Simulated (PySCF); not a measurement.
This script is equivalent to a calculation on Cl(3+) (chlorine, charge +3).

```python
from pyscf import gto, scf, dft, mp, cc
import basis_set_exchange as bse
mol = gto.M(atom="Cl 0 0 0", charge=3, spin=2, symmetry="D2h",
            basis=gto.basis.parse(bse.get_basis("cc-pVDZ-DK", elements=["Cl"], fmt="nwchem", header=False)),
            nucmod="G")
mf = dft.UKS(mol, xc="PBE0").sfx2c1e()
mf.irrep_nelec = {'Ag': (3, 3), 'B1u': (2, 1), 'B2u': (2, 1), 'B3u': (1, 1)}
mf.kernel()
```

Q: What total energy does it give?

A: -458.599 hartree (calculated).

Q: Which occupied shell lies highest, and where?

A: 3p α, at -48.160 eV.

Q: What is ⟨S²⟩, and what would a pure spin state give?

A: 2.003, against 2.00.
